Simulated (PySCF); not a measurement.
C8H10S.
Geometry (PBE0-D3(BJ)/def2-SVP, Å), atoms numbered from 1 in this order:
```
atom  x, y, z in Å
C1    -3.255    1.130   -0.319
C2    -1.824    0.757   -0.132
C3    -1.356   -0.496   -0.088
C4    -1.909   -1.869   -0.182
C5    -0.679   -2.438   -0.025
C6    -0.007   -1.129    0.084
C7     1.256   -0.715    0.260
S8     1.741    0.964    0.349
C9     3.519    0.774    0.582
H10   -3.626    1.726    0.531
H11   -3.390    1.753   -1.219
H12   -3.900    0.245   -0.420
H13   -1.100    1.572   -0.023
H14   -2.913   -2.272   -0.323
H15   -0.317   -3.467    0.009
H16    2.059   -1.452    0.357
H17    3.983    0.263   -0.274
H18    3.935    1.788    0.655
H19    3.745    0.232    1.512
```

All values: CAM-B3LYP/def2-SVPD (PySCF, non-relativistic), on one gas-phase PBE0-D3(BJ)/def2-SVP geometry that isn't relaxed in the solvent. The solvent is an IEF-PCM continuum (Bondi radii, 1.10 Å for H, scaled by 1.2), and excitations are vertical TDDFT with non-equilibrium linear response and a frozen core. Only the electrostatic response of the medium enters.

```tsv
run	E − E(gas) (kcal/mol)	HOMO (eV)	HOMO–LUMO gap (eV)	dipole (D)	lowest singlet (eV)	static polarisability (au)
gas	0.00	-6.83	7.05	1.19	4.34	127.5
P	-3.48	-6.90	7.10	1.56	4.31	163.0
Q	-5.01	-6.97	7.12	1.75	4.34	180.2
```

**Question.** The runs were made in acetonitrile and chloroform. Which run belongs to which solvent?

**Answer.** P = chloroform, Q = acetonitrile. The dielectric constants are 4.711 (chloroform), 35.69 (acetonitrile), and the energy falls further as ε rises. The optical constants n² used for the excitations are 2.09, 1.81 in the same order. In this model the ground state sees the solvent through ε alone.

**Question.** How constant is the ratio of the lowering to (ε − 1)/(2ε + 1)?

**Answer.** 
```csv
solvent,(ε − 1)/(2ε + 1),E − E(gas) (kcal/mol),ratio (kcal/mol),polarisation term (kcal/mol)
chloroform,0.356,-3.48,-9.8,-3.93
acetonitrile,0.479,-5.01,-10.5,-5.99
```

The ratio changes by +7.0 % in size from chloroform to acetonitrile. The polarisation term is half the interaction of the solute with the induced surface charges.
